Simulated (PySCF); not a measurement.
## Which determinant of SnN⁺ lies lowest?

Unrestricted PBE0; Sn def2-TZVPPD with ECP28, N def2-TZVPPD; scalar-relativistic core potentials (PySCF 2.14). Outer shells of the fragments: Sn+ 4d10 5s2 5p1; N 2s2 2p3.

Followed along the bond (rough minima from three points):

| 2Ms+1 | unpaired | ⟨S²⟩ at the start | R at minimum (Å) | Te (eV) |
| --- | --- | --- | --- | --- |
| 3 | π ↑↑ | 2.01 | 2.12 | 0.00 |
| 3 | σ ↑, π ↑ | 2.15 | 1.99 | 0.42 |
| 1 | π ↑↓ | 1.00 | 2.11 | 0.50 |
| 1 | σ ↓, π ↑ | 1.02 | 1.97 | 0.90 |
| 5 | σ ↑, π ↑↑↑ | 6.01 | none in the scan | ≤ 1.70 |

Solutions found at the starting distance of 2.105 Å, counted from the lowest of them; the search is not exhaustive and high or unbound solutions are not listed, so other states can lie among these:

| 2Ms+1 | unpaired | term | E (eV) | ⟨S²⟩ | ⟨Lz²⟩ | μ (D) |
| --- | --- | --- | --- | --- | --- | --- |
| 3 | π ↑↑ | ³Σ⁻ | 0.00 | 2.01 | 0.00 | -1.81 |
| 1 | π ↑↓ | mixed | 0.50 | 1.00 | 2.01 | -1.76 |
| 3 | σ ↑, π ↑ | ³Π | 0.53 | 2.15 | 1.01 | -2.05 |
| 1 | σ ↓, π ↑ | mixed | 1.05 | 1.02 | 1.04 | -2.53 |
| 1 | none | mixed | 2.00 | 0.00 | 2.00 | -1.51 |
| 5 | σ ↑, π ↑↑↑ | ⁵Π | 2.04 | 6.01 | 1.00 | 0.85 |

A term symbol is given only where ⟨S²⟩ and ⟨Lz²⟩ are close to those of a pure state; real π, δ and φ orbitals otherwise mix terms. A positive dipole points towards N; it is taken about the centre of mass and depends on that origin.

Task: Compare the gap between the two lowest followed solutions at the starting distance with the gap between their minima.

Result: At PBE0 the second solution (triplet, unpaired electrons σ ↑, π ↑) lies +0.53 eV from the first (triplet, unpaired electrons π ↑↑) at 2.105 Å and +0.42 eV at the minima; the two curves relax by different amounts, since their minima lie near 1.99 and 2.12 Å.

Spin–orbit coupling is left out. Counting both spins, an empty level lies below a filled one in some of these solutions, because spin and occupation are held.
